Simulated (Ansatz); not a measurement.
## Ansatz (development build ahead of 0.2.0) run

```yaml
crystal:
  periodic: [false, false, false]
  atoms:
    - { symbol: I, position_ang: [0.04183, 0.02734, -0.57394] }
    - { symbol: Cl, position_ang: [-0.04624, 0.00291, 1.80314] }
basis:
  gaussian: { orbitals: STO-3G }
hamiltonian:
  xc: hf
correlation:
  method: mp2
  frozen_orbitals: { Cl: 5, I: 18 }
```

The input is written out in the form of the current development build from the run's settings.

Results

* Converged: yes
* Reference energy: -7305.26992 hartree
* Correlation energy: -0.01596 hartree
* Total energy: -7305.28588 hartree
* Spin squared of the determinant: 0.000
